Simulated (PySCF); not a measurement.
Sn(H)(OH)(NH2)2 (H6N2OSn), SMILES [OH][SnH]([NH2])[NH2].

Geometry: PBE0-D3(BJ)/def2-SVP. The structure was generated by enumeration; whether it is a known compound was not checked. The def2 effective core potentials stand for the cores of Sn; spin–orbit coupling is left out. Other conformers were not sampled.

All values below come from TDA-PBE/def2-SVPD in PySCF.

Vertical excitations. Isolated molecule, no solvent.

**Question.** List the lowest excited states. (An estimate is asked for; the answer gives what the named calculation found.)

**Answer.** 
| state | energy (eV) | λ (nm) | f | main pairs |
|---|---|---|---|---|
| S1 | 4.91 | 253 | 0.032 | HOMO→LUMO 94 % |
| S2 | 5.10 | 243 | 0.042 | HOMO−1→LUMO 92 % |
| S3 | 5.70 | 217 | 0.046 | HOMO−2→LUMO 93 % |
| S4 | 5.86 | 212 | 0.055 | HOMO→LUMO+1 58 %, HOMO→LUMO+2 31 % |
| S5 | 5.99 | 207 | 0.014 | HOMO−1→LUMO+2 31 %, HOMO→LUMO+2 26 %, HOMO−1→LUMO+1 21 %, HOMO→LUMO+1 11 % |
| S6 | 6.01 | 206 | 0.009 | HOMO→LUMO+3 39 %, HOMO−1→LUMO+1 24 %, HOMO→LUMO+2 18 %, HOMO→LUMO+1 11 % |
| S7 | 6.15 | 202 | 0.018 | HOMO→LUMO+3 34 %, HOMO−1→LUMO+2 30 %, HOMO→LUMO+2 16 %, HOMO−1→LUMO+3 10 % |
| S8 | 6.20 | 200 | 0.023 | HOMO−1→LUMO+2 35 %, HOMO−1→LUMO+1 24 %, HOMO−1→LUMO+3 13 %, HOMO→LUMO+3 11 % |
| S9 | 6.43 | 193 | 0.036 | HOMO−1→LUMO+3 61 %, HOMO−1→LUMO+1 10 %, HOMO−3→LUMO 9 % |
| S10 | 6.59 | 188 | 0.031 | HOMO−2→LUMO+1 78 % |
| T1 | 4.49 | 276 | 0 | HOMO→LUMO 98 % |
| T2 | 4.68 | 265 | 0 | HOMO−1→LUMO 97 % |
| T3 | 5.34 | 232 | 0 | HOMO−2→LUMO 98 % |
| T4 | 5.48 | 226 | 0 | HOMO→LUMO+1 88 % |
Triplets are in the Tamm–Dancoff approximation.
